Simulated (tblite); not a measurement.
A tight-binding relaxation on `COCC[P@@H](=O)C(C)C`.

Computed with GFN2-xTB geometry optimisation, gas phase (tblite 0.8.0). Start geometry: from a force field or distance geometry. The command runs a driver script over a list of jobs; the input below is this job's line of settings and its coordinates in Å.

Command:
```bash
OMP_NUM_THREADS=1 python probes_run.py task.json out
```

Input:
```
{"job": {"kind": "relax", "xc": "GFN2-xTB", "basis": "xTB"}, "charge": 0, "multiplicity": 1}
C      3.590900    -0.076400     1.752900
O      2.250300    -0.359400     1.320600
C      2.193800    -0.534600    -0.083100
C      0.736200    -0.788400    -0.453900
P     -0.257400     0.709700    -0.202700
O      0.115900     1.679800    -1.311800
C     -1.960900     0.104100    -0.545900
C     -2.906900     1.273100    -0.790700
C     -2.478600    -0.753300     0.612600
H      3.575300     0.036300     2.845800
H      3.926700     0.861400     1.305800
H      4.253300    -0.895800     1.488700
H      2.798000    -1.385300    -0.368300
H      2.555300     0.370600    -0.590100
H      0.329300    -1.580300     0.191800
H      0.649600    -1.106400    -1.478800
H     -0.171000     1.164300     1.127800
H     -1.917400    -0.518100    -1.449300
H     -2.943900     1.943100     0.075300
H     -3.924000     0.916800    -0.991800
H     -2.584000     1.862500    -1.652100
H     -2.482200    -0.177400     1.547700
H     -1.849200    -1.623900     0.777000
H     -3.510800    -1.102400     0.417200
```

Q: Estimate the output.

A: 
```
step      E/eV     max force
  0    -848.54191    3.819
  1    -848.69299    2.524
  2    -848.75687    0.716
  3    -848.78893    0.622
  4    -848.82670    0.541
  5    -848.83540    0.281
  6    -848.84102    0.158
  7    -848.84308    0.151
  8    -848.84582    0.129
  9    -848.84814    0.152
... (136 lines left out)
146    -848.99492    0.033
147    -848.99504    0.026
148    -848.99518    0.025
149    -848.99527    0.025
150    -848.99539    0.024
151    -848.99547    0.022
152    -848.99553    0.015
153    -848.99557    0.016
154    -848.99561    0.013
155    -848.99564    0.009
```

«max force» is the largest atomic force in eV/Å.

Q: From which step on does the largest force stay under 0.1 eV/Å, and how much energy is left to gain from there?

A: From step 101 (0.092 eV/Å), 16.9 meV above the end.

In short: energy lowered by 10.5 kcal/mol over 155 steps; largest atomic force 0.009 eV/Å at the end.

Q: Give the final coordinates.

A: 0.712 Å rms from the input after alignment:
```
atom  x, y, z in Å
C1     3.2668    0.6058    1.3903
O2     2.0939   -0.1352    1.1614
C3     2.1366   -0.9357    0.0026
C4     0.6809   -1.2561   -0.2770
P5    -0.1133    0.3941   -0.0591
O6     0.5700    1.4687   -0.7817
C7    -1.8751    0.1813   -0.5700
C8    -2.5510    1.5278   -0.3429
C9    -2.5675   -0.9391    0.1907
H10    3.1154    1.1492    2.3208
H11    3.4442    1.3171    0.5768
H12    4.1354   -0.0556    1.4889
H13    2.7585   -1.8290    0.1636
H14    2.5510   -0.3604   -0.8362
H15    0.2919   -1.9738    0.4416
H16    0.5257   -1.6206   -1.2937
H17   -0.2341    0.5732    1.3118
H18   -1.8667   -0.0386   -1.6447
H19   -2.5655    1.7645    0.7210
H20   -3.5755    1.5218   -0.7120
H21   -1.9963    2.3096   -0.8587
H22   -2.4404   -0.7994    1.2630
H23   -2.1627   -1.9109   -0.0829
H24   -3.6340   -0.9389   -0.0289
```

Q: How long does this job take on an AMD EPYC 9R14 with one thread, shared host?

A: About 1.2 s.
Labels such as C1 count atoms from 1, the log's own numbers from 0.
